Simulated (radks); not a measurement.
Numerical settings for neutral osmium, [Xe] 4f14 5d6 6s2. All-electron calculation, scalar-relativistic Kohn-Sham, PBE, spin-polarised, spherical densities, finite nucleus; open shells are filled with parallel spins first (spin-orbit coupling, left out, can overturn this in heavy ions); Fermi nuclear charge, rms radius 5.4126 fm. Program: a radial shooting solver on a logarithmic mesh with Libxc functionals. The defaults (mesh step 0.008 in ln r, mesh end at 40 bohr or more with all orbitals vanishing there, Anderson mixing 0.5 over 9 steps, residual threshold near 1e-9 with the energy settled to 1e-9 hartree or 1e-11 of itself, here a cap of 83 iterations) give E = -17250.814 hartree and 5d at -4.792 eV in 16 iterations. Run on one thread of a shared host, so times are rough (Arm Neoverse N1): 0.4 s of CPU time, 0.4 s wall, 16 iterations on 2440 mesh points. Changes against that run (0 stands for a change within the tolerance of the run):

\begin{tabular}{lrrrrr}
setting & iterations & converged & E (mhartree) & e(5d) (meV) & CPU (s) \\ \hline
mesh step in ln r 0.2 & 4 & no & diverged & - & 0.01 \\
mesh step in ln r 0.005 & 16 & yes & 0 & 0 & 0.62 \\
mesh step in ln r 0.003 & 19 & yes & 0 & 0 & 1.1 \\
mesh end (bohr) 1 & 15 & level above zero & +3.28e+05 & +6.66e+05 & 0.29 \\
mesh end (bohr) 20 & 16 & yes & 0 & 0 & 0.38 \\
residual threshold 0.1 & 10 & yes & 0 & -0.35 & 0.3 \\
residual threshold 1e-05 & 11 & yes & 0 & +0.00462 & 0.32 \\
mixing 0.05 & 25 & yes & 0 & 0 & 0.58 \\
linear mixing, mixing 1 & 83 & no & +3.75e+05 & -1.15e+06 & 6.4 \\
linear mixing, mixing 0.05 & 83 & no & -2.27 & -63.7 & 1.9 \\
mixing history 20 & 19 & yes & 0 & 0 & 0.46 \\
iteration cap 3 & 3 & no & -21 & +87.1 & 0.11 \\
\end{tabular}

Settled on a wrong energy, with an occupied level pushed above zero by the early mesh end: mesh end (bohr) 1 (+328 hartree). Apart from these: no run marked as converged misses the energy by more than 1 mhartree. A mesh that ends early acts as a hard wall.
